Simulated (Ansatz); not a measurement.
Isolated molecules relaxed with PBE0-D4/def2-TZVP in Ansatz; ΔE leaves out vibrations. CCSD(T)/CBS adds triple-zeta CCSD(T) − MP2 to the extrapolated MP2 energy (def2 sets, frozen cores). DFT in def2-TZVPP. B3LYP here is the variant with VWN-RPA as its local correlation; programs differ in this. def2 core potentials past Kr. For Ge, In, Te outer-core shells are correlated without core-valence functions, which leaves a few kJ/mol of doubt a bond. Scalar relativity is left out up to krypton.

Reaction (cleavage of the In–Ge bond): `[CH3][In]([F])[GeH3]` + H₂Te → `[CH3][In]([F])[TeH]` + GeH₄

`[CH3][In]([F])[GeH3]`:

Cartesian coordinates in Å:
```
C -0.268 -2.169 0.492
In 0.151 -0.297 -0.455
F 0.760 -0.645 -2.300
Ge 0.112 2.253 0.002
H 0.399 -2.924 0.076
H -1.299 -2.454 0.274
H -0.140 -2.109 1.572
H 0.658 3.045 -1.193
H -1.330 2.714 0.285
H 0.956 2.585 1.246
```

H₂Te:

Z-matrix (Å, degrees):
```
Te
H 1 1.656
H 1 1.656 2 90.4
```

`[CH3][In]([F])[TeH]`:

Cartesian coordinates in Å:
```
C -0.954 -0.435 -1.284
In 0.314 0.196 0.311
F 1.475 1.716 -0.136
Te 0.762 -0.549 2.842
H -1.541 -1.304 -0.996
H -1.616 0.391 -1.545
H -0.330 -0.674 -2.146
H 1.889 0.660 2.955
```

GeH₄:

Cartesian coordinates in Å:
```
Ge 0.000 0.000 0.000
H -1.455 0.305 -0.378
H 0.311 -1.470 -0.308
H 0.205 0.263 1.497
H 0.939 0.902 -0.811
```

Task: Is it downhill or uphill in electronic energy at CCSD(T)/CBS, and by how much? (Best estimate.)

Result: Computed: Downhill: ΔE = -0.79 eV.

Task: What do these levels give: B3LYP-D4, r2SCAN0-D4, LC-ωPBE, RPA@PBE/def2-TZVPP, CCSD/def2-SVP, SCS-MP2/def2-QZVPP? (An estimate is asked.)

Result: The calculation gave: B3LYP-D4 -0.73, r2SCAN0-D4 -0.78, LC-ωPBE -0.73, RPA@PBE/def2-TZVPP -0.70, CCSD/def2-SVP -0.80, SCS-MP2/def2-QZVPP -0.83 eV.

Largest T1 diagnostic among the species: 0.014.

From PBE to PBE0 (25 % exact exchange), in def2-TZVPP and without D4, ΔE moves by −0.04 eV. In def2-TZVPP, CCSD(T) changes the Hartree–Fock value by +0.12 eV (the triples alone add −0.01 eV) and MP2 by +0.04 eV.
